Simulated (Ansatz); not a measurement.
Ansatz (a quantum-chemistry and plane-wave program) input (PBE0/def2-TZVPD):

Ansatz 0.2 input:
```yaml
crystal:
  periodic: [false, false, false]
  atoms:
    - {symbol: Ni, position_ang: [0.00000000, 0.00000000, 0.00000000]}
    - {symbol: Cl, position_ang: [0.00000000, 0.00000000, 2.07507030]}
    - {symbol: Cl, position_ang: [-0.00000000, -0.00000000, -2.07507030]}
basis:
  gaussian:
    orbitals: def2-TZVPD
hamiltonian:
  xc: {name: PBE0}
total_charge: -1
magnetization: {spin_polarized: true, initial_magnetization: 1}
```

Output:

```
Functional definition: PBE0
integrals: 0.08 GiB planned
1185 factors; their error is unknown
mean field: 0.94 GiB planned
mean field evaluation 1: about -66076.1517 eV, gradient 4.7e1 eV
mean field evaluation 2: about -66029.8921 eV, gradient 1.6e2 eV
mean field evaluation 4: about -66080.4003 eV, gradient 3.2e0 eV
mean field evaluation 8: about -66080.5921 eV, gradient 8.2e-2 eV
mean field evaluation 16: about -66080.5922 eV, gradient 5.9e-5 eV
mean field evaluation 32: about -66080.5931 eV, gradient 2.0e-4 eV
mean field evaluation 64: about -66080.5789 eV, gradient 1.9e0 eV
mean field -66080.59314073 eV, -2428.4170068871 hartree, gradient 6.7e-6 eV, S^2 0.756472; 7 other end points of the search recorded, 0 dependent functions left out
reference -66080.59317576 eV, -2428.4170081744 hartree; 32, 31 occupied and 108, 109 virtual orbitals, 1185 factors
Total energy: -66080.59317576 eV, -2428.4170081744 hartree
```

This state (charge -1, doublet) is run at the relaxed geometry of the species with charge 0 and multiplicity 3.
